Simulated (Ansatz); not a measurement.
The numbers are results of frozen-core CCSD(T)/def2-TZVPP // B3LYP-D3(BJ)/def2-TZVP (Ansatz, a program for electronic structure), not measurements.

Ansatz 0.2 input:
```yaml
crystal:
  periodic: [false, false, false]
  atoms:
    - { symbol: Sn, position_ang: [-1.391588, 0.076661, 0.028769] }
    - { symbol: Sn, position_ang: [1.391589, -0.076673, -0.02876] }
    - { symbol: H, position_ang: [-1.902612, 1.52504, 0.787381] }
    - { symbol: H, position_ang: [-2.035398, 0.050108, -1.558445] }
    - { symbol: H, position_ang: [-2.055735, -1.242751, 0.896221] }
    - { symbol: H, position_ang: [2.035155, -0.05367, 1.558605] }
    - { symbol: H, position_ang: [2.055879, 1.244633, -0.893219] }
    - { symbol: H, position_ang: [1.90271, -1.523348, -0.790551] }
basis:
  gaussian: { orbitals: def2-TZVPP }
correlation:
  method: ccsd_t
```

Output:

```
Functional definition: HF
1378 factors; integrals over basis functions are off by at most 1.1e-3 eV
mean field evaluation 1: about -11704.3261 eV, gradient 1.3e1 eV
mean field evaluation 2: about -11704.4222 eV, gradient 1.3e1 eV
mean field evaluation 4: about -11705.3674 eV, gradient 2.0e0 eV
mean field evaluation 8: about -11705.3765 eV, gradient 1.5e-4 eV
mean field evaluation 16: about -11705.2351 eV, gradient 2.0e0 eV
mean field -11705.37654873 eV, -430.1646539768 hartree, gradient 1.8e-6 eV, S^2 0.000000; 0 other end points of the search recorded, 0 dependent functions left out
8 core orbitals not correlated
reference -11705.37654873 eV, -430.1646539768 hartree; 17, 17 occupied and 159, 159 virtual orbitals, 1378 factors
second order -18.52076786 eV of doubles, -0.00000000 eV of singles
cycle   1  -18.48548903 eV  change    3.5e-2 eV  update   1.1e-1
cycle   2  -19.05955392 eV  change   -5.7e-1 eV  update   3.1e-2
cycle   3  -19.11438815 eV  change   -5.5e-2 eV  update   1.4e-2
cycle   4  -19.10300458 eV  change    1.1e-2 eV  update   3.3e-3
cycle   5  -19.10300540 eV  change   -8.2e-7 eV  update   1.1e-3
cycle   6  -19.10284225 eV  change    1.6e-4 eV  update   2.8e-4
cycle   7  -19.10269106 eV  change    1.5e-4 eV  update   7.4e-5
cycle   8  -19.10270516 eV  change   -1.4e-5 eV  update   2.1e-5
perturbative correction -0.49866716 eV, -0.0183256801 hartree
Total energy: -11724.97792106 eV, -430.8849911234 hartree
```

Cost: very roughly 90 core-seconds.
